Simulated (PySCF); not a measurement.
C2HCl2, SMILES [C](=CCl)Cl, multiplicity 2.

Coordinates come from a B3LYP-D3(BJ)/def2-SVP optimisation. The isomer is the one that the SMILES or the coordinates give; other isomers of the formula were not compared.

Calculation: PBE/def2-TZVPD (PySCF).

Gas-phase values at a fixed geometry.

```yaml
total_energy: -996.69817 hartree
point_group: Cs
"α spin, highest occupied and lowest empty level": -6.28 and -1.58 eV
"β spin, highest occupied and lowest empty level": -6.31 and -4.43 eV
dipole_moment: 0.67 D
quadrupole, principal values (traceless, Buckingham form, about the centre of nuclear charge): -2.58, -2.33, 4.92 D·Å
mean_static_polarisability: 57.5 bohr³ (8.52 Å³)
polarisability_principal_values: 39.1, 53.4, 79.9 bohr³
"⟨S²⟩": 0.758 (pure state 0.75)
```
